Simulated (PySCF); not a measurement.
Si(CF3)(Cl)2(H) (CHCl2F3Si), SMILES Cl[SiH](Cl)C(F)(F)F. Atoms are numbered in the order given.

```xyz
8

Si     0.5166     0.5805     0.0000
Cl     1.4085    -0.1601     1.6772
Cl     1.4085    -0.1601    -1.6772
C     -1.3065    -0.0300     0.0000
F     -1.4028    -1.3664     0.0000
F     -1.9555     0.4300    -1.0855
F     -1.9555     0.4300     1.0855
H      0.5427     2.0550     0.0000
```
Charge 0, spin multiplicity 1.

Geometry optimised at ωB97X-D3(BJ)/def2-SVP.

Computed with PBE/def2-TZVP (PySCF).

ESP charges are fitted to the potential on shells at 1.4 to 2.0 van der Waals radii. Atomic charges (e):

```csv
atom,Mulliken,IAO,ESP fit,Löwdin
Si1,0.38,0.89,-0.08,-0.37
Cl2,-0.17,-0.26,-0.01,0.30
Cl3,-0.17,-0.26,-0.01,0.30
C4,0.31,0.52,0.38,-0.84
F5,-0.12,-0.26,-0.13,0.22
F6,-0.13,-0.26,-0.13,0.21
F7,-0.13,-0.26,-0.13,0.21
H8,0.01,-0.10,0.09,-0.02
```

Computed Mayer and Wiberg (Löwdin basis) orders of the bonds:
```tsv
bond	Mayer	Wiberg
Si1–Cl2	1.24	1.91
Si1–Cl3	1.24	1.91
Si1–C4	0.90	1.00
C4–F5	1.15	1.81
C4–F6	1.13	1.79
C4–F7	1.13	1.79
Si1–H8	0.91	0.91
```
